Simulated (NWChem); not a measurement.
System: InH₃Se; SMILES [SeH][InH2]

NWChem input:

```
start job
memory heap 200 mb stack 900 mb global 1100 mb
geometry units angstroms noautoz
  In     0.021034     1.098112     0.000000
  H     -1.540220     1.851053     0.000000
  H      1.601247     1.812964     0.000000
  Se    -0.066365    -1.446334     0.000000
  H      1.415128    -1.550511     0.000000
end
basis spherical
  In library def2-svp
  H library def2-svp
  Se library def2-svp
end
ecp
  In library def2-ecp
end
dft
  xc xpbe96 cpbe96
  grid xcoarse
  iterations 150
  mulliken
end
task dft gradient
```

Output (shortened):

```
             Northwest Computational Chemistry Package (NWChem) 7.3.0
             --------------------------------------------------------

 CS  symmetry detected

                             Geometry "geometry" -> ""
                             -------------------------

 Output coordinates in angstroms (scale by  1.889725989 to convert to a.u.)

  No.       Tag          Charge          X              Y              Z
 ---- ---------------- ---------- -------------- -------------- --------------
    1 In                  49.0000    -0.00920636     1.01979382     0.00000000
    2 H                    1.0000    -1.59007479     1.73063080     0.00000000
    3 H                    1.0000     1.55128486     1.77673084     0.00000000
    4 Se                  34.0000    -0.02839574    -1.52608045     0.00000000
    5 H                    1.0000     1.45535675    -1.59052355     0.00000000

 Effective nuclear repulsion energy (a.u.)     407.3059024500

      Symmetry information
      --------------------

 Group name             Cs
 Group number              2
 Group order               2
 No. of unique centers     5

 Summary of "ao basis" -> "ao basis" (spherical)
 ------------------------------------------------------------------------------
       Tag                 Description            Shells   Functions and Types
 ---------------- ------------------------------  ------  ---------------------
 In                         def2-svp                10       26   4s4p2d
 H                          def2-svp                 3        5   2s1p
 Se                         def2-svp                12       32   5s4p3d

      Symmetry analysis of basis
      --------------------------

        a'         52
        a"         21

            General Information
            -------------------
          SCF calculation type: DFT
          Wavefunction type:  closed shell.
          No. of atoms     :     5
          No. of electrons :    58
           Alpha electrons :    29
            Beta electrons :    29
          Charge           :     0
          Spin multiplicity:     1
          Use of symmetry is: on ; symmetry adaption is: on
          Maximum number of iterations: 150
          AO basis - number of functions:    73
                     number of shells:    31
          Convergence on energy requested:  1.00D-06
          Convergence on density requested:  1.00D-05
          Convergence on gradient requested:  5.00D-04

              XC Information
              --------------
          PerdewBurkeErnzerhof Exchange Functional  1.000
            Perdew 1991 LDA Correlation Functional  1.000 local
           PerdewBurkeErnz. Correlation Functional  1.000 non-local

             Grid Information
             ----------------
          Grid used for XC integration:  xcoarse
          Radial quadrature: Mura-Knowles
          Angular quadrature: Lebedev.
          Tag              B.-S. Rad. Rad. Pts. Rad. Cut. Ang. Pts.
          ---              ---------- --------- --------- ---------
          In                  1.55       84           8.0       194
          H                   0.35       21          11.0       194
          Se                  1.15       75          10.0       194
          Grid pruning is: on
          Number of quadrature shells:   222
          Spatial weights used:  Erf1

      Superposition of Atomic Density Guess
      -------------------------------------

 Sum of atomic energies:       -2619.05992416

      Non-variational initial energy
      ------------------------------

 Total energy =   -2590.443556
 1-e energy   =   -4053.232661
 2-e energy   =    1275.398936
 HOMO         =      -0.300487
 LUMO         =      -0.004598

      Symmetry analysis of molecular orbitals - initial
      -------------------------------------------------

  Numbering of irreducible representations:

     1 a'          2 a"

  Orbital symmetries:

     1 a'          2 a'          3 a'          4 a'          5 a"
     6 a'          7 a'          8 a'          9 a"         10 a'
    11 a'         12 a'         13 a"         14 a'         15 a'
    16 a"         17 a"         18 a'         19 a'         20 a'
    21 a'         22 a"         23 a"         24 a'         25 a'
    26 a'         27 a'         28 a'         29 a"         30 a"
    31 a'         32 a'         33 a'         34 a'         35 a'
    36 a'         37 a"         38 a'         39 a"

     ---------------------------------------------
      Total Density - Mulliken Population Analysis
     ---------------------------------------------

    Atom       Charge   Shell Charges
 -----------   ------   -------------------------------------------------------
    1 In  21    20.23   2.60 -0.60  0.80  0.41  3.23  2.76  0.71  0.29  9.69  0.35
    2 H    1     1.17   0.66  0.51  0.01
    3 H    1     1.17   0.66  0.50  0.01
    4 Se  34    34.61   2.00  2.00  2.00  1.34  0.54  6.00  5.98  2.01  2.73  8.20  1.75  0.07
    5 H    1     0.82   0.56  0.23  0.02

   convergence    iter        energy       DeltaE   RMS-Dens  Diis-err
 ---------------- ----- ----------------- --------- --------- ---------
 d= 0,ls=0.0,diis     1  -2592.7927809008 -2.78D+03  1.92D-02  3.03D-01
 d= 0,ls=0.0,diis     2  -2592.7352529012  5.75D-02  1.42D-02  5.91D-01
 d= 0,ls=0.0,diis     3  -2592.8231531343 -8.79D-02  4.83D-03  6.27D-02
 d= 0,ls=0.0,diis     4  -2592.8355182137 -1.24D-02  9.25D-04  2.20D-03
 d= 0,ls=0.0,diis     5  -2592.8359055945 -3.87D-04  2.87D-04  4.01D-04
  Resetting Diis
 d= 0,ls=0.0,diis     6  -2592.8359823715 -7.68D-05  5.67D-05  8.00D-06
 d= 0,ls=0.0,diis     7  -2592.8359840978 -1.73D-06  3.28D-05  9.23D-07
 d= 0,ls=0.0,diis     8  -2592.8359839812  1.17D-07  1.90D-05  1.63D-06
 d= 0,ls=0.0,diis     9  -2592.8359842532 -2.72D-07  2.31D-06  2.18D-08

         Total DFT energy =    -2592.835984253185
      One electron energy =    -4053.830121818077
           Coulomb energy =     1378.159973930276
    Exchange-Corr. energy =     -104.556004933988
 Nuclear repulsion energy =      187.390168568604

 Numeric. integr. density =       58.003611456762

                  Occupations of the irreducible representations
                  ----------------------------------------------

                     irrep           alpha         beta
                     --------     --------     --------
                     a'               21.0         21.0
                     a"                8.0          8.0

                       DFT Final Molecular Orbital Analysis
                       ------------------------------------

 Vector   27  Occ=2.000000D+00  E=-2.702505D-01  Symmetry=a'
              MO Center= -1.8D-01,  1.4D+00, -2.6D-15, r^2= 3.5D+00
   Bfn.  Coefficient  Atom+Function         Bfn.  Coefficient  Atom+Function
  ----- ------------  ---------------      ----- ------------  ---------------
    27     -0.341193  2 H  s                 11      0.336040  1 In px
    32      0.289101  3 H  s                 28     -0.215877  2 H  s
    33      0.184112  3 H  s                 17     -0.145647  1 In d -2
     8     -0.114792  1 In px                14      0.107252  1 In px
     5     -0.106390  1 In px                69     -0.094980  5 H  s

 Vector   28  Occ=2.000000D+00  E=-2.495483D-01  Symmetry=a'
              MO Center=  1.0D-01, -6.0D-01,  1.8D-16, r^2= 4.1D+00
   Bfn.  Coefficient  Atom+Function         Bfn.  Coefficient  Atom+Function
  ----- ------------  ---------------      ----- ------------  ---------------
    52      0.419466  4 Se py                49      0.412857  4 Se py
    12     -0.295179  1 In py                46     -0.263916  4 Se py
    32     -0.180291  3 H  s                 33     -0.141477  3 H  s
    41     -0.135476  4 Se s                 21      0.125241  1 In d  2
    40     -0.112555  4 Se s                 27     -0.107195  2 H  s

 Vector   29  Occ=2.000000D+00  E=-2.151779D-01  Symmetry=a"
              MO Center= -1.3D-03, -1.3D+00, -2.9D-13, r^2= 2.2D+00
   Bfn.  Coefficient  Atom+Function         Bfn.  Coefficient  Atom+Function
  ----- ------------  ---------------      ----- ------------  ---------------
    53      0.574914  4 Se pz                50      0.480335  4 Se pz
    47     -0.308127  4 Se pz                13      0.148397  1 In pz
    16      0.104855  1 In pz                44      0.100166  4 Se pz
    18      0.064245  1 In d -1              10     -0.044782  1 In pz
     7     -0.041554  1 In pz                23     -0.030642  1 In d -1

 Vector   30  Occ=0.000000D+00  E=-8.684550D-02  Symmetry=a"
              MO Center= -6.3D-03,  8.6D-01,  2.8D-12, r^2= 4.6D+00
   Bfn.  Coefficient  Atom+Function         Bfn.  Coefficient  Atom+Function
  ----- ------------  ---------------      ----- ------------  ---------------
    13      0.579046  1 In pz                16      0.552389  1 In pz
    53     -0.299610  4 Se pz                50     -0.182537  4 Se pz
    10     -0.153312  1 In pz                 7     -0.141253  1 In pz
    47      0.116325  4 Se pz                65      0.038718  4 Se d -1
    44     -0.037681  4 Se pz                18     -0.026204  1 In d -1

 Vector   31  Occ=0.000000D+00  E=-4.645027D-02  Symmetry=a'
              MO Center=  4.2D-02,  5.2D-01,  6.0D-14, r^2= 5.2D+00
   Bfn.  Coefficient  Atom+Function         Bfn.  Coefficient  Atom+Function
  ----- ------------  ---------------      ----- ------------  ---------------
     4      0.851820  1 In s                  3      0.686343  1 In s
    33     -0.544491  3 H  s                 52     -0.542303  4 Se py
    28     -0.488765  2 H  s                  1     -0.335888  1 In s
    15     -0.304279  1 In py                41     -0.263092  4 Se s
    49     -0.259348  4 Se py                32     -0.233206  3 H  s

 Vector   32  Occ=0.000000D+00  E=-1.740970D-02  Symmetry=a'
              MO Center=  5.5D-01, -8.3D-01, -2.1D-15, r^2= 5.5D+00
   Bfn.  Coefficient  Atom+Function         Bfn.  Coefficient  Atom+Function
  ----- ------------  ---------------      ----- ------------  ---------------
    70      1.010110  5 H  s                 41     -0.804287  4 Se s
    51     -0.764350  4 Se px                15     -0.566288  1 In py
    33      0.332759  3 H  s                  3     -0.291148  1 In s
    69      0.291476  5 H  s                 40     -0.275092  4 Se s
    48     -0.265313  4 Se px                39      0.187559  4 Se s

     ---------------------------------------------
      Total Density - Mulliken Population Analysis
     ---------------------------------------------

    Atom       Charge   Shell Charges
 -----------   ------   -------------------------------------------------------
    1 In  21    20.74   2.60 -0.60  1.01  0.27  3.22  2.79  1.05  0.34  9.60  0.46
    2 H    1     1.06   0.66  0.39  0.01
    3 H    1     1.06   0.66  0.39  0.01
    4 Se  34    34.19   2.00  2.00  1.99  1.46  0.44  6.00  5.97  1.96  2.34  8.15  1.77  0.11
    5 H    1     0.94   0.69  0.23  0.02

     -------------------------------------------
      Total Density - Lowdin Population Analysis
     -------------------------------------------

    Atom       Charge   Shell Charges
 -----------   ------   -------------------------------------------------------
    1 In  21    20.84   1.39  0.55  0.72  0.45  3.03  2.85  1.09  0.61  9.32  0.82
    2 H    1     1.08   0.58  0.48  0.02
    3 H    1     1.08   0.58  0.48  0.02
    4 Se  34    34.00   2.00  2.00  1.96  1.10  0.63  5.99  5.80  2.03  2.45  7.82  2.04  0.20
    5 H    1     0.99   0.59  0.34  0.06

     Multipole analysis of the density
     ---------------------------------

     L   x y z        total         alpha         beta         nuclear
     -   - - -        -----         -----         ----         -------
     0   0 0 0     -0.000000    -29.000000    -29.000000     58.000000

     1   1 0 0      0.233635     -0.126748     -0.126748      0.487130
     1   0 1 0      0.414444     27.187054     27.187054    -53.959665
     1   0 0 1     -0.000000     -0.000000     -0.000000      0.000000

     2   2 0 0    -32.861982    -29.076274    -29.076274     25.290565
     2   1 1 0     -0.971144      1.361015      1.361015     -3.693173
     2   1 0 1      0.000000      0.000000      0.000000      0.000000
     2   0 2 0    -33.830113   -212.796007   -212.796007    391.761900
     2   0 1 1      0.000000      0.000000      0.000000      0.000000
     2   0 0 2    -32.067523    -16.033762    -16.033762      0.000000

            General Information
            -------------------
          SCF calculation type: DFT
          Wavefunction type:  closed shell.
          No. of atoms     :     5
          No. of electrons :    58
           Alpha electrons :    29
            Beta electrons :    29
          Charge           :     0
          Spin multiplicity:     1
          Use of symmetry is: on ; symmetry adaption is: on
          Maximum number of iterations: 150
          AO basis - number of functions:    73
                     number of shells:    31
          Convergence on energy requested:  1.00D-06
          Convergence on density requested:  1.00D-05
          Convergence on gradient requested:  5.00D-04

              XC Information
              --------------
          PerdewBurkeErnzerhof Exchange Functional  1.000
            Perdew 1991 LDA Correlation Functional  1.000 local
           PerdewBurkeErnz. Correlation Functional  1.000 non-local

             Grid Information
             ----------------
          Grid used for XC integration:  xcoarse
          Radial quadrature: Mura-Knowles
          Angular quadrature: Lebedev.
          Tag              B.-S. Rad. Rad. Pts. Rad. Cut. Ang. Pts.
          ---              ---------- --------- --------- ---------
          In                  1.55       84           8.0       194
          H                   0.35       21          11.0       194
          Se                  1.15       75          10.0       194
          Grid pruning is: on
          Number of quadrature shells:   222
          Spatial weights used:  Erf1

          Convergence Information
          -----------------------
          Convergence aids based upon iterative change in
          total energy or number of iterations.
          Levelshifting, if invoked, occurs when the
          HOMO/LUMO gap drops below (HL_TOL):  1.00D-02
          DIIS, if invoked, will attempt to extrapolate
          using up to (NFOCK): 10 stored Fock matrices.

                    Damping( 0%)  Levelshifting(0.5)       DIIS
                  --------------- ------------------- ---------------
          dE  on:    start            ASAP                start
          dE off:    2 iters        150 iters           150 iters

                            NWChem DFT Gradient Module
                            --------------------------

  charge          =   0.00
  wavefunction    = closed shell

  Using symmetry

                         DFT ENERGY GRADIENTS

    atom               coordinates                        gradient
                 x          y          z           x          y          z
   1 In     -0.017397   1.927131   0.000000   -0.000298  -0.000136   0.000000
   2 H      -3.004806   3.270418   0.000000    0.000765  -0.000018   0.000000
   3 H       2.931503   3.357534   0.000000   -0.000471   0.000031   0.000000
   4 Se     -0.053660  -2.883874   0.000000   -0.000592   0.000197   0.000000
   5 H       2.750225  -3.005654   0.000000    0.000596  -0.000074   0.000000
```

Level: PBE/def2-SVP with def2 effective core potentials on In. Structure relaxed at the PBE-D3(BJ)/def2-SVP level. def2 effective core potentials on In; no spin-orbit coupling.
